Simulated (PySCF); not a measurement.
A calculated (PBE0, PySCF 2.14, cc-pVDZ-DK, scalar relativity by spin-free X2C-1e) atom or ion has these occupied shells.

| shell | electrons | orbital energy (eV) | rms radius, mean of both spins (bohr) |
| --- | --- | --- | --- |
| 1s α | 1 | -6475.7 | 0.0703 |
| 1s β | 1 | -6475.7 | 0.0703 |
| 2s α | 1 | -767.53 | 0.303 |
| 2s β | 1 | -765.08 | 0.303 |
| 2p α | 3 | -650.54 | 0.273 |
| 2p β | 3 | -648.46 | 0.273 |
| 3s α | 1 | -101.74 | 0.916 |
| 3s β | 1 | -95.037 | 0.916 |
| 3p α | 3 | -69.069 | 0.987 |
| 3p β | 3 | -61.890 | 0.987 |
| 3d α | 5 | -18.704 | 1.31 |
| 4s α | 1 | -13.256 | 2.98 |

Question: Name the element and its charge.

Answer: Mn⁺ (manganese, charge +1), in [Ar] 3d5 4s1, high-spin 7S determinant.
